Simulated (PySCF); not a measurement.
**Working out the ionisation energy of F⁺**

F⁺ [He] 2s2 2p4 (3P) → F²⁺ [He] 2s2 2p3 (4S). All numbers are calculated (PySCF 2.14, no relativity, point nucleus, in aug-cc-pwCVTZ). Frozen: nothing. Energies in hartree (1 hartree = 27.21139 eV):

| part | F⁺ (lower) | F²⁺ (upper) |
| --- | --- | --- |
| UHF | -98.831140 | -97.604672 |
| CCSD correlation | -0.220602 | -0.172127 |
| (T) | -0.002607 | -0.001472 |

What does Hartree-Fock give?

(-97.604672) − (-98.831140) = 1.226468 hartree = 33.374 eV.

What do CCSD and CCSD(T) give?

The CCSD correlation energies differ by 0.048475 hartree = 1.319 eV and the triples by 0.001135 hartree = 0.031 eV, so CCSD gives 34.693 eV and CCSD(T) 34.724 eV.

Measured between the centres of the two terms (NIST): 34.950 eV, so CCSD(T) (valence and next inner shell) is off by -0.226 eV.

What remains against the reference includes basis incompleteness and higher excitations.
